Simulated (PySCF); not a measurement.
A geometry optimisation on SbH2Me, `[CH3][SbH2]`.

Computed with PBE0-D3(BJ)/def2-SVP geometry optimisation, gas phase, def2 core potentials past Kr (PySCF 2.14.0). Start geometry: GFN2-xTB. The input is one job of a driver script: a line of settings, then coordinates in Å.

Input:
```
{"job": {"xc": "PBE0", "basis": "def2-SVP", "d3": "d3bj", "grid": 1, "maxiter": 30, "shake": 0.03, "kind": "geom"}, "charge": 0, "multiplicity": 1}
Sb     0.542910     0.778880     1.030900
H      1.849920     0.845980     0.031460
H     -0.242910     2.041270    -0.016180
C     -0.324980    -0.728700    -0.135030
H      0.055440    -1.694410     0.077990
H     -0.343000    -0.523110    -1.192820
H     -1.445520    -0.821920     0.135130
```

Output:
```
step   0  E = -281.25157807  max force = 0.064427
step   1  E = -281.26088750  max force = 0.013481
step   2  E = -281.26221318  max force = 0.003888
step   3  E = -281.26234335  max force = 0.001615
step   4  E = -281.26236595  max force = 0.000243
step   5  E = -281.26236663  max force = 0.000053
optimisation converged
```

Energies in Eh; «max force» is the largest Cartesian gradient component in Eh/bohr.

Task: Give the first gradient maximum in eV/Å.

Result: With 1 Eh/bohr = 51.422 eV/Å, 3.313 eV/Å.

Task: How much energy does the optimisation release, in kJ/mol?

Result: E(step 0) − E(last step) = 0.010789 Eh, which is 28.3 kJ/mol.

In short: final energy -281.26237 Eh after 5 steps; dipole 0.69 D.

Task: Where do the atoms end?

Result: 0.073 Å rms from the input after alignment:
```
atom  x, y, z in Å
Sb1    0.5160    0.8326    0.9989
H2     1.9237    0.8789    0.0137
H3    -0.2128    2.0799    0.0677
C4    -0.4129   -0.7656   -0.1504
H5     0.0783   -1.7158    0.1010
H6    -0.3268   -0.5809   -1.2284
H7    -1.4735   -0.8311    0.1289
```

On one thread of an Arm Neoverse V1, no GPU (shared host), this took 9.4 s wall and 0.27 GiB of memory at its peak.
Labels such as C1 count atoms from 1, the log's own numbers from 0.
